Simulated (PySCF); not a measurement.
Fill in the blanks.

Compound: C5H13NSi.
SMILES: `C=C(C)[SiH2]N(C)C`

Conformer (atom-mapped SMILES and torsion angles): `[CH2:1]=[C:2]([CH3:3])[SiH2:4][N:5]([CH3:6])[CH3:7]`: C1–C2–Si4–N5 121°, C2–Si4–N5–C6 -45°.

| property | level | value |
| --- | --- | --- |
| point group of the GFN2-xTB geometry | GFN2-xTB | ? |
| rotational constants A, B, C of the GFN2-xTB geometry | GFN2-xTB | 3.582, 1.288, 1.215 GHz |
| dipole moment | PBE0/def2-SVPD | 0.73 D |
| HOMO energy | PBE0/def2-SVPD | -6.29 eV |
| LUMO energy | PBE0/def2-SVPD | ? |
| lowest singlet excitation | TDDFT PBE0/def2-SVPD | 5.00 eV (248 nm, f = 0.002) |
| strongest line among the 6 lowest singlet transitions | TDDFT PBE0/def2-SVPD | S2 at 5.76 eV (215 nm, f = 0.019) |
| lowest triplet excitation (Tamm–Dancoff) | TDA PBE0/def2-SVPD | 4.25 eV |
| static isotropic polarisability | PBE0/def2-SVPD | ? |
| electronic spatial extent ⟨r²⟩ about the centre of nuclear charge | PBE0/def2-SVPD | 1154 bohr² |
| 13C chemical shifts (computed TMS as zero) by class | GIAO PBE0/pcSseg-1 | 153.6 (1 C), 137.3 (1 C), 40.8 (2 C), 26.5 (1 C) ppm |
| 1H chemical shifts (computed TMS as zero) by class | GIAO PBE0/pcSseg-1 | 6.18 (1 H), 5.80 (1 H), 4.83 (2 H), 2.58 (6 H), 2.07 (3 H) ppm |
| isotropic shieldings of nuclei other than C and H, by class | GIAO PBE0/pcSseg-1 | 253 (1 N), 374 (1 Si) ppm |

The electronic properties come from PySCF, for the isolated species, density fitting. NMR classes are plain means over equivalent atoms (diastereotopic ones count apart unless rotation or inversion swaps them), as if these changed places fast; in this geometry the members of some classes differ.

What is the point group of the GFN2-xTB geometry?

C1.

The static isotropic polarisability?

96.7 au.

The LUMO energy?

-0.16 eV.

The 6 singlets span 5.00 to 6.80 eV, and their oscillator strengths add up to 0.07. The rotational constants make it an asymmetric top with κ = (2B − A − C)/(A − C) = -0.94, nearer the prolate limit (−1). The principal polarisabilities are 86.2, 90.6 and 113.3 au; their mean is the isotropic value.

For the TDDFT job (PBE0/def2-SVPD), time: 43 s of wall time; peak memory 0.97 GiB. Hardware: one thread of an Arm Neoverse V2, no GPU, shared host with 192 logical CPUs at a one-minute load of 24.

One conformer stands for the species.
